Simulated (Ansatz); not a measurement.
One change: `[OH][Ga]([Cl])[Cl]` becomes `[Cl][Ga]([Cl])[Cl]`.

Ansatz, PBE0-D4/def2-TZVP geometries, multiplicity 1. Each molecule was computed in one conformer, which needn't be the lowest.

Scalar relativity is left out up to krypton.

```
                                      property  `[OH][Ga]([Cl])[Cl]`
          HOMO–LUMO gap (PBE0/def2-TZVPP) / eV                  7.85
            LUMO energy (PBE0/def2-TZVPP) / eV                 -1.56
       HOMO–LUMO gap (ωB97M-V/def2-TZVPP) / eV                 12.04
            HOMO energy (PBE0/def2-TZVPP) / eV                 -9.41
           HOMO–LUMO gap (PBE/def2-TZVPP) / eV                  5.39
zero-point energy (PBE0-D4/def2-TZVP) / kJ/mol                  42.9
```

(1) Give the same properties after the change, and the shifts. (Estimate.)

Answers

(1) Ansatz gave: 
```csv
property,`[Cl][Ga]([Cl])[Cl]`,shift
HOMO–LUMO gap (PBE0/def2-TZVPP) / eV,7.52,-0.33
LUMO energy (PBE0/def2-TZVPP) / eV,-1.94,-0.38
HOMO–LUMO gap (ωB97M-V/def2-TZVPP) / eV,11.76,-0.28
HOMO energy (PBE0/def2-TZVPP) / eV,-9.46,-0.05
HOMO–LUMO gap (PBE/def2-TZVPP) / eV,5.13,-0.26
zero-point energy (PBE0-D4/def2-TZVP) / kJ/mol,10.2,-32.7
```

With PBE0 the HOMO falls by 0.05 eV and the LUMO falls by 0.38 eV, so the gap narrows by about 0.33 eV. PBE moves the HOMO by -0.11 eV and ωB97M-V by -0.05 eV. The zero-point energy changes by -32.7 kJ/mol with -3 modes.
